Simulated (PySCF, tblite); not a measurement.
Isomers of C4H9FO3Si, one GFN2-xTB conformer each. Single-point energies are computed at PBE0/pcSseg-1 (PySCF, gas phase, no added dispersion term), electronic only.

| SMILES | GFN2-xTB relative energy (kJ/mol) |
| --- | --- |
| CO[Si@H](O)CO/C=C\F | 104.9 |
| CO[C@@]1(O[SiH2]O)C[C@@H]1F | 22.2 |
| CO[Si](O)(/C=C/F)OC | 0.0 |
| CO[C@@]1(O[SiH2]O)C[C@H]1F | 23.2 |
| F[C@H]1CO[C@@H](O[SiH3])OC1 | 29.2 |
| CO[Si](O)(/C=C\F)OC | 1.8 |

Conformers: `[CH3:1][O:2][Si@H:3]([OH:4])[CH2:5][O:6]/[CH:7]=[CH:8]\[F:9]` with C1–O2–Si3–O4 -52°, O2–Si3–O4–H -163°, O2–Si3–C5–O6 170°, Si3–C5–O6–C7 178°, C5–O6–C7–C8 2°; `[CH3:1][O:2][C@@:3]1([O:4][SiH2:5][OH:6])[CH2:7][C@@H:8]1[F:9]` with C1–O2–C3–O4 -67°, O2–C3–O4–Si5 -56°, C3–O4–Si5–O6 -175°, O4–Si5–O6–H 40°; `[CH3:1][O:2][Si:3]([OH:4])(/[CH:5]=[CH:6]/[F:7])[O:8][CH3:9]` with C1–O2–Si3–O4 54°, O2–Si3–O4–H 144°, O2–Si3–C5–C6 117°, O2–Si3–O8–C9 57°; `[CH3:1][O:2][C@@:3]1([O:4][SiH2:5][OH:6])[CH2:7][C@H:8]1[F:9]` with C1–O2–C3–O4 71°, O2–C3–O4–Si5 46°, C3–O4–Si5–O6 180°, O4–Si5–O6–H -29°; `[F:1][C@H:2]1[CH2:3][O:4][C@@H:5]([O:6][SiH3:7])[O:8][CH2:9]1` with O4–C5–O6–Si7 -175°, F1–C2–C3–O4 174°, C2–C3–O4–C5 -58°, C3–O4–C5–O6 -66°, O4–C5–O8–C9 -59°; `[CH3:1][O:2][Si:3]([OH:4])(/[CH:5]=[CH:6]\[F:7])[O:8][CH3:9]` with C1–O2–Si3–O4 48°, O2–Si3–O4–H -167°, O2–Si3–C5–C6 143°, O2–Si3–O8–C9 -46°.

**Question.** What does PBE0/pcSseg-1 give for the same structures?

**Answer.** 
```tsv
SMILES	PBE0/pcSseg-1 E (Eh)	PBE0/pcSseg-1 (kJ/mol)	GFN2-xTB (kJ/mol)	point group
CO[Si](O)(/C=C\F)OC	-772.24495	0.0	1.8	C1
CO[Si](O)(/C=C/F)OC	-772.24275	5.8	0.0	C1
CO[Si@H](O)CO/C=C\F	-772.17112	193.9	104.9	C1
CO[C@@]1(O[SiH2]O)C[C@@H]1F	-772.16728	203.9	22.2	C1
CO[C@@]1(O[SiH2]O)C[C@H]1F	-772.16611	207.0	23.2	C1
F[C@H]1CO[C@@H](O[SiH3])OC1	-772.15679	231.5	29.2	C1
```

GFN2-xTB puts CO[Si](O)(/C=C/F)OC lowest instead; measured from each level's own lowest isomer, the values differ by up to 202.3 kJ/mol (F[C@H]1CO[C@@H](O[SiH3])OC1: 29.2 against 231.5). As drawn, the lowest has an O–H bond, an Si–C bond and a C=C bond outside aromatic rings, which the highest lacks. Neighbours about 10 kJ/mol apart or less (CO[Si](O)(/C=C\F)OC and CO[Si](O)(/C=C/F)OC; CO[Si@H](O)CO/C=C\F and CO[C@@]1(O[SiH2]O)C[C@@H]1F; CO[C@@]1(O[SiH2]O)C[C@@H]1F and CO[C@@]1(O[SiH2]O)C[C@H]1F) can change places with a better method, another conformer or zero-point energy. CO[Si](O)(/C=C\F)OC and CO[Si](O)(/C=C/F)OC are stereoisomers, 5.8 kJ/mol apart in the conformers taken. CO[C@@]1(O[SiH2]O)C[C@@H]1F and CO[C@@]1(O[SiH2]O)C[C@H]1F are stereoisomers, 3.1 kJ/mol apart in the conformers taken.

**Question.** Which frontier levels, dipoles and rotational constants go with these structures?

**Answer.** 
```tsv
SMILES	HOMO (eV, PBE0/pcSseg-1)	LUMO (eV)	dipole (D)	A, B, C (MHz)
CO[Si](O)(/C=C\F)OC	-7.78	-0.11	0.96	1684, 1025, 808.1
CO[Si](O)(/C=C/F)OC	-7.69	-0.07	0.75	1565, 886.2, 727.6
CO[Si@H](O)CO/C=C\F	-6.65	0.94	1.32	3023, 593.3, 515.9
CO[C@@]1(O[SiH2]O)C[C@@H]1F	-7.48	1.04	2.20	1714, 1123, 781.8
CO[C@@]1(O[SiH2]O)C[C@H]1F	-7.44	0.97	1.18	2577, 822.5, 719.8
F[C@H]1CO[C@@H](O[SiH3])OC1	-7.94	0.19	1.07	2643, 872.0, 805.4
```

**Question.** What happens when harmonic zero-point energies from GFN2-xTB frequencies are added?

**Answer.** 
```
                     SMILES  ZPE (kJ/mol)  electronic (kJ/mol)  with ZPE (kJ/mol)
        CO[Si](O)(/C=C\F)OC         343.8                  0.0                0.0
        CO[Si](O)(/C=C/F)OC         342.7                  5.8                4.6
        CO[Si@H](O)CO/C=C\F         339.0                193.9              189.0
CO[C@@]1(O[SiH2]O)C[C@@H]1F         334.8                203.9              194.9
 CO[C@@]1(O[SiH2]O)C[C@H]1F         334.7                207.0              197.8
F[C@H]1CO[C@@H](O[SiH3])OC1         339.1                231.5              226.7
```

The zero-point energies span 9.1 kJ/mol. The order is unchanged.

**Question.** As an exercise, what shares would exp(−E/RT) give at 2000 K from these electronic energies alone (no entropy, no degeneracies)?

**Answer.** RT = 16.629 kJ/mol: CO[Si](O)(/C=C\F)OC 58.6 %, CO[Si](O)(/C=C/F)OC 41.4 %, CO[Si@H](O)CO/C=C\F under 0.1 %, CO[C@@]1(O[SiH2]O)C[C@@H]1F under 0.1 %, CO[C@@]1(O[SiH2]O)C[C@H]1F under 0.1 %, F[C@H]1CO[C@@H](O[SiH3])OC1 under 0.1 %.
